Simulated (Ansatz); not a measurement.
Relaxation of FGeH3O2 (7 atoms, charge 0, multiplicity 1), to a largest force component of 0.03 eV/Å in at most 50 steps.

The calculation used RHF/def2-SVP (Ansatz).

```xyz
7
Properties=species:S:1:pos:R:3
Ge 0.157 -0.161 0.481
H 0.304 0.314 1.911
O 1.890 -0.256 0.394
H 2.341 -0.578 -0.372
F -0.489 0.989 -0.616
O -0.643 -1.643 0.078
H -1.427 -1.600 -0.447
```

Where does it end, and by what steps?

The run converged. After 10 steps the energy has fallen by 0.350 eV; H2 moved furthest, 0.33 Å.

```json
{"step": "0", "energy less start (eV)": "0.0000", "largest force component (eV/Å)": "1.319", "accepted": "yes"}
{"step": "1", "energy less start (eV)": "-0.2810", "largest force component (eV/Å)": "0.629", "accepted": "yes"}
{"step": "2", "energy less start (eV)": "-0.3188", "largest force component (eV/Å)": "0.427", "accepted": "yes"}
{"step": "3", "energy less start (eV)": "-0.3434", "largest force component (eV/Å)": "0.164", "accepted": "yes"}
{"step": "4", "energy less start (eV)": "-0.3463", "largest force component (eV/Å)": "0.086", "accepted": "yes"}
{"step": "5", "energy less start (eV)": "-0.3484", "largest force component (eV/Å)": "0.103", "accepted": "yes"}
{"step": "6", "energy less start (eV)": "-0.3491", "largest force component (eV/Å)": "0.071", "accepted": "yes"}
{"step": "7", "energy less start (eV)": "-0.3495", "largest force component (eV/Å)": "0.031", "accepted": "yes"}
{"step": "8", "energy less start (eV)": "-0.3496", "largest force component (eV/Å)": "0.034", "accepted": "yes"}
{"step": "9", "energy less start (eV)": "-0.3497", "largest force component (eV/Å)": "0.032", "accepted": "yes"}
{"step": "10", "energy less start (eV)": "-0.3497", "largest force component (eV/Å)": "0.002", "accepted": "yes"}
```

```xyz
7
Properties=species:S:1:pos:R:3
Ge 0.240 -0.126 0.545
H -0.021 0.334 1.958
O 1.944 -0.255 0.275
H 2.235 -0.718 -0.497
F -0.423 1.030 -0.543
O -0.522 -1.625 0.096
H -1.322 -1.576 -0.405
```

Whether the end is a true minimum wasn't checked by a vibrational analysis.

The run took 25 s on 1 thread of AMD EPYC 7R43 64-Core Processor (Zen 3) (shared host), peak memory 0.19 GiB.
